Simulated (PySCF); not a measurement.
H₄N, SMILES [NH4+], charge +1. Coordinates come from a r2SCAN-D4/def2-TZVPD optimisation. The isomer is the one that the SMILES or the coordinates give; other isomers of the formula were not compared.

TDA-LC-ωPBE/def2-TZVPD in PySCF puts the lowest singlet excitations at 15.43, 15.43, 15.43, 17.31, 17.31, 17.31 eV and the lowest triplet (TDA) at 14.37 eV.

What are the lowest singlet roots from PySCF with EOM-CCSD/aug-cc-pVDZ? (The exact figures need the calculation; the answer reports its results.)

15.56, 15.56, 15.56, 17.65, 17.65, 17.65 eV; triplets 14.48, 14.48, 14.48 eV. S1 differs by 0.13 eV (second minus first; roots are paired by order, and the bases may differ).
